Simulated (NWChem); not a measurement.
System: CH₃ISn, singlet; SMILES [CH3][Sn][I]

Program: NWChem. Low-valent species are run as closed-shell singlets; no triplet was tried in these runs. Geometry: optimised at PBE0/def2-SVP. Not confirmed as a minimum by frequencies. def2 effective core potentials on Sn, I; no spin-orbit coupling. Ions are spin-unrestricted doublets at the neutral geometry; other ion states weren't tried.

For level PBE/def2-SVP:

```yaml
vertical ionisation energy, ΔSCF (eV): 8.20
"−ε(HOMO) (eV)": 5.48
```

### Question
How do the values read with level PBE0/def2-SVP instead?

### Answer
- vertical ionisation energy, ΔSCF (eV) = 8.41
- −ε(HOMO) (eV) = 6.50
